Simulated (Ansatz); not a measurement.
SeOF₂, relaxed as a singlet with RKS PBE-D4/def2-TZVP in Ansatz, starting from the GFN2-xTB geometry. Force threshold 0.02 eV/Å.

Start:

| atom | x (Å) | y (Å) | z (Å) |
| --- | --- | --- | --- |
| Se1 | 0.051 | -0.620 | 0.130 |
| O2 | -1.424 | -0.272 | 0.278 |
| F3 | 0.496 | 0.168 | -1.455 |
| F4 | 0.878 | 0.724 | 1.048 |

| step | energy (eV) | largest force component (eV/Å) | SCF passes |
| --- | --- | --- | --- |
| 1 | -72816.3889 | 5.278 | 21 |
| 2 | -72816.5877 | 1.936 | 22 |
| 3 | -72816.6285 | 0.215 | 22 |
| 4 | -72816.6294 | 0.024 | 23 |
| 5 | -72816.6294 | 0.002 | 25 |

Force components are those of the run's own axes.

End:

```
atom   x (Å)   y (Å)   z (Å)
 Se1   0.084  -0.576   0.115
  O2  -1.481  -0.289   0.290
  F3   0.508   0.156  -1.448
  F4   0.889   0.709   1.043
```

By distances, no bond broke or formed. The bond that changes most is Se1–O2, from 1.52 to 1.60 Å (atoms count from 1).

No frequencies were taken in this run, so the end may be a saddle point.

It took 14 s on 4 threads of Intel Xeon on a shared host.
